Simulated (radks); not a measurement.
Initial-state core-level shifts of the germanium ion Ge+ when its valence configuration changes from [Ar] 3d10 4s2 4p1. Calculated with a radial shooting solver on a logarithmic mesh with Libxc functionals: scalar-relativistic Kohn-Sham, PBE, spin-polarised, spherical densities, point nucleus; open shells are filled with parallel spins first. Shifts are changes of the shell-averaged eigenvalues in eV (positive: less bound).

\begin{tabular}{lrrrr}
valence & 2s & 2p & 3s & 3p \\ \hline
3d10 4s1 4p2 & -1.369 & -1.366 & -1.444 & -1.436 \\
3d9 4s2 4p2 & -13.261 & -13.159 & -11.066 & -10.829 \\
3d9.5 4s2 4p1.5 & -6.506 & -6.456 & -5.495 & -5.378 \\
3d10 4s1.5 4p1.5 & -0.732 & -0.731 & -0.768 & -0.765 \\
3d10 4p3 & -3.017 & -3.013 & -3.148 & -3.133 \\
\end{tabular}
